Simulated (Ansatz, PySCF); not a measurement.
Process, species as SMILES: N[SiH2]N → [NH-][SiH2]N + H+
Each molecule is optimised on its own at B3LYP-D3(BJ)/def2-TZVP (Ansatz, an electronic-structure program), one conformer each, not searched for the lowest. Frequencies are from Ansatz or PySCF.

Quantity: gas-phase deprotonation energy (enthalpy at 298 K, with B3LYP-D3(BJ) rigid-rotor harmonic-oscillator terms), in kcal/mol. Valence correlation only, unless marked. Spin-orbit coupling is left out. Non-relativistic. Anions need diffuse functions: aug- sets have them; def2-D sets add few; the other sets have none. Basis-set limits of correlation are two-point, X^-3; Hartree-Fock from the larger set. The bracket is a focal-point correction in the basis named.

Level to compare with: RI-MP2/CBS(aug-cc-pV(T+d)Z,aug-cc-pV(Q+d)Z)+[CCSD(T)-MP2]/aug-cc-pV(T+d)Z (Ansatz), 377.4 kcal/mol. It is a level with limits of its own, and the differences hold the functionals' basis error too.

Question: Rank these functionals by how close they come to RI-MP2/CBS(aug-cc-pV(T+d)Z,aug-cc-pV(Q+d)Z)+[CCSD(T)-MP2]/aug-cc-pV(T+d)Z, closest first: HSE06/def2-TZVPD (Ansatz); SVWN5/def2-TZVPD (Ansatz); BHLYP/def2-TZVPD (Ansatz).

Answer: HSE06/def2-TZVPD (screened hybrid, 379.0 kcal/mol, difference 1.6), BHLYP/def2-TZVPD (global hybrid, 383.2 kcal/mol, difference 5.8), SVWN5/def2-TZVPD (LDA, 368.0 kcal/mol, difference -9.4)
